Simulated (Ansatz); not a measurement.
Input for Ansatz (a program for electronic structure): U-CCSD(T)/cc-pVTZ on GaH3O (SMILES [OH][GaH2]), a point of a bond scan (R = 1.712 Å). The run froze 15 orbitals, filled d shells among them.

Ansatz 0.2 input:
```yaml
crystal:
  periodic: [false, false, false]
  atoms:
    - {symbol: Ga, position_ang: [-0.22521905, -0.28436532, 0.02581913]}
    - {symbol: H, position_ang: [0.08881909, -1.39846288, 1.28689637]}
    - {symbol: H, position_ang: [-1.35945454, -0.30870479, -1.05292543]}
    - {symbol: O, position_ang: [0.93817677, 1.08727522, -0.02402144]}
    - {symbol: H, position_ang: [0.77556061, 1.72300911, -0.72754919]}
basis:
  gaussian:
    orbitals: cc-pVTZ
correlation: {method: ccsd_t, electrons: outside_noble_gas}
scf: {omitted_lower_state_checks: [cluster_reference]}
magnetization: {spin_polarized: true, initial_magnetization: 0}
```

Program output:

```
WARN ansatz: RAYON_NUM_THREADS=1 ignored (pool sized by the plan → 1); use --threads N
Functional definition: HF
these checks for a lower state are left out or cut short: cluster_reference
integrals: 0.26 GiB planned
696 factors; integrals over basis functions are off by at most 1.7e-3 eV
mean field: 0.34 GiB planned
mean field evaluation 1: about -54418.0080 eV, gradient 2.8e1 eV
mean field evaluation 2: about -54418.0101 eV, gradient 2.8e1 eV
mean field evaluation 4: about -54420.9708 eV, gradient 1.5e0 eV
mean field evaluation 8: about -54420.9924 eV, gradient 6.1e-4 eV
mean field -54420.99238203 eV, -1999.9345821660 hartree, gradient 2.4e-6 eV, S^2 0.000000; 0 other end points of the search recorded, 0 dependent functions left out
15 core orbitals not correlated, not the lowest: weight in the atoms' cores, before any rotation towards them, 0.826 or more for the frozen orbitals, at most 0.180 for the correlated occupied ones
reference -54420.99238203 eV, -1999.9345821660 hartree; 6, 6 occupied and 94, 94 virtual orbitals, 696 factors
second order -9.11678365 eV of doubles, -0.00000000 eV of singles
coupled cluster: 0.53 GiB planned
cycle   1  -9.20908649 eV  change   -9.2e-2 eV  update   7.8e-2
cycle   2  -9.46919914 eV  change   -2.6e-1 eV  update   2.6e-2
cycle   3  -9.55126482 eV  change   -8.2e-2 eV  update   1.5e-2
cycle   4  -9.54604170 eV  change    5.2e-3 eV  update   4.0e-3
cycle   5  -9.54502714 eV  change    1.0e-3 eV  update   2.1e-3
cycle   6  -9.54551638 eV  change   -4.9e-4 eV  update   6.3e-4
cycle   7  -9.54529159 eV  change    2.2e-4 eV  update   2.4e-4
cycle   8  -9.54528173 eV  change    9.9e-6 eV  update   6.4e-5
cycle   9  -9.54529951 eV  change   -1.8e-5 eV  update   2.5e-5
cycle  10  -9.54529384 eV  change    5.7e-6 eV  update   8.6e-6
perturbative correction -0.30658661 eV, -0.0112668501 hartree
Total energy: -54430.84426248 eV, -2000.2966320948 hartree
Checks for a lower state left out: cluster_reference
```

The run converged.

Cost: roughly 7 core-seconds.
